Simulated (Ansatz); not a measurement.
Born–Oppenheimer molecular dynamics of FH5N2OTi (10 atoms, charge 0, multiplicity 1). It starts from a relaxed structure.

These are results of RHF/def2-SVP (Ansatz 0.2.0), not measurements.

- ensemble: NVE (Milne-controlled integrator)
- time step: 0.5 fs
- steps asked: 196
- starting velocities drawn for: 200 K
- seed: 17637

First frame:

```xyz
10
Properties=species:S:1:pos:R:3
Ti -0.119 -0.012 0.022
N -0.067 -0.059 1.882
H -0.485 0.636 2.474
H 0.463 -0.716 2.427
F 1.471 0.144 -0.723
O -1.152 1.357 -0.414
H -1.906 1.648 -0.898
N -0.764 -1.661 -0.562
H -1.409 -2.248 -0.065
H -0.482 -2.095 -1.423
```

How far do the bonds stretch over the last three quarters of this one trajectory? (Pairs bonded in most of those frames.)


```csv
bond,mean (Å),spread (Å),shortest,longest
Ti1–N2,1.859,0.011,1.84,1.87
Ti1–F5,1.765,0.021,1.73,1.80
Ti1–O6,1.770,0.017,1.74,1.79
Ti1–N8,1.868,0.010,1.85,1.89
N2–H3,1.006,0.019,0.98,1.04
N2–H4,1.005,0.013,0.98,1.03
O6–H7,0.945,0.023,0.91,0.98
N8–H9,1.004,0.010,0.99,1.02
N8–H10,1.006,0.009,0.99,1.02
```

Mean temperature of the second half: 106 K. The conserved energy stayed within 0.045 meV per atom of its start (net change -0.0013 meV per atom), so the integration is sound. Over the second half the temperature averaged 0.53 of the 200 K drawn at the start: a run that starts near a minimum puts about half its kinetic energy into the potential. A run of 0.098 ps of so small a system gives no equilibrium averages.

Time of the run: 15 min on 2 threads of Intel(R) Xeon(R) Platinum 8259CL CPU @ 2.50GHz (Skylake/Cascade Lake), with other jobs on the host, peak memory 0.28 GiB.
